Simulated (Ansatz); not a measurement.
A run for Ansatz (a quantum-chemistry and plane-wave program): R-PBE/def2-TZVPPD on NH3 (SMILES N). The basis file is the Basis Set Exchange's JSON of that set.

Ansatz 0.2 input:
```yaml
crystal:
  periodic: [false, false, false]
  atoms:
    - {symbol: N, position_ang: [0.00000000, -0.00002415, 0.27913905]}
    - {symbol: H, position_ang: [-0.00000000, 0.94278031, -0.09301934]}
    - {symbol: H, position_ang: [0.81649461, -0.47142808, -0.09300986]}
    - {symbol: H, position_ang: [-0.81649461, -0.47142808, -0.09300986]}
basis:
  gaussian:
    orbitals: def2-TZVPPD.json
hamiltonian:
  xc: {name: PBE}
scf: {lower_state_search: off}
```

Output:

```
WARN ansatz: RAYON_NUM_THREADS=4 ignored (pool sized by the plan → 4); use --threads N
Functional definition: PBE
these checks for a lower state are left out or cut short: stability, starts, cluster_reference, orbital_swaps, neighbouring_geometries, increment
integrals: 0.01 GiB planned
356 factors; their error is unknown
mean field: 0.16 GiB planned
mean field evaluation 1: about -1529.6091 eV, gradient 6.6e1 eV
mean field evaluation 2: about -1502.4798 eV, gradient 1.1e2 eV
mean field evaluation 4: about -1537.7860 eV, gradient 1.9e0 eV
mean field evaluation 8: about -1537.7869 eV, gradient 2.6e-2 eV
mean field evaluation 16: about -1537.7869 eV, gradient 5.6e-7 eV
mean field -1537.78686653 eV, -56.5126249958 hartree, gradient 5.6e-7 eV, S^2 0.000000; 0 other end points of the search recorded, 0 dependent functions left out
reference -1537.78689364 eV, -56.5126259918 hartree; 5, 5 occupied and 83, 83 virtual orbitals, 356 factors
Total energy: -1537.78689364 eV, -56.5126259918 hartree
Checks for a lower state left out: stability, starts, cluster_reference, orbital_swaps, neighbouring_geometries, increment
```

The run converged.

Cost: around 0.19 core-seconds (rough).
